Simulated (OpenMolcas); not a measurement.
# Co5+, Rh5+, Ir5+: d4 down the group

| Quantity | Value |
| --- | --- |
| Program | OpenMolcas 26.06 |
| Method | MS-CASPT2, IPEA 0.25 Eh, imaginary shift 0.1 Eh |
| Basis | ANO-R2 |
| Scalar Hamiltonian | X2C, finite nucleus |
| Spin-orbit coupling | RASSI with atomic mean-field integrals over the reference wave functions, term energies averaged over their components |

Active space for each ion: 4 electrons in 10 orbitals (d d); closed shells correlated by CASPT2: Co5+ 3s 3p; Rh5+ 4s 4p; Ir5+ 5s 5p.

Computed levels in cm-1 above 5D0:

```tsv
Level	Co5+	Rh5+	Ir5+
5D1	209	674	5790
5D2	609	1760	10570
5D3	1177	3080	14130
5D4	1887	4550	16270
3H4	29140	20230	24860
3P1(1)	29150	21730	30430
3H5	29630	21860	30960
3H6	30150	23150	33760
3F2(1)	31370	23400	29670
weight of 5D in the lowest level (%)	100	96	60
```

Mixed levels, with the weight of the term that names them: Ir5+ 5D0 (60 %), Ir5+ 5D4 (62 %), Ir5+ 3H4 (55 %), Ir5+ 3P1(1) (74 %), Ir5+ 3H6 (72 %), Ir5+ 3F2(1) (63 %).

Measured, with the error of the calculation in %. Measured levels: Co5+ from Sugar and Corliss, J. Phys. Chem. Ref. Data 10, 1097 (1981).

```
 Level          Co5+
   5D1    204 (+2.3)
   5D2    589 (+3.4)
   5D3   1125 (+4.7)
   5D4   1782 (+5.9)
   3H4  28377 (+2.7)
3P1(1)  28462 (+2.4)
   3H5  28806 (+2.8)
   3H6  29234 (+3.1)
3F2(1)  30555 (+2.7)
```

The fine-structure level 5D4 changes by a factor of 8.62 from Co5+ to Ir5+.

Without spin-orbit coupling 3H lies 28610, 19370, 17600 cm-1 above 5D in that order; the difference to the level 3H4, of either sign, comes from spin-orbit coupling, which also lowers the zero.

CASPT2 breaks the degeneracy within a term, and the mean is taken; among the terms shown or strongly mixed into the levels shown the widest spread is 920 cm-1 (5d4 1I, Ir5+). Active for correlation alone: 4d; no level in the range computed is led by a configuration that fills it, so any true level of that kind is missing (holds for Co5+). Active for correlation alone: 5d; no level in the range computed is led by a configuration that fills it, so any true level of that kind is missing (holds for Rh5+). Active for correlation alone: 6d; no level in the range computed is led by a configuration that fills it, so any true level of that kind is missing (holds for Ir5+). The CASPT2 spread within a term exceeds the gap to the next term for 5d4 3D and 5d4 1I, so the order of their levels is uncertain (holds for Ir5+). Computed and measured levels are paired by configuration, term and J; levels that our copy of the source lacks, or whose pairing is in doubt (as where it misses far off the trend of its configuration), stay unpaired and out of the deviations. Only configurations of the active space appear.

A number in round brackets counts repeated terms of one configuration in the order of the reference energies.
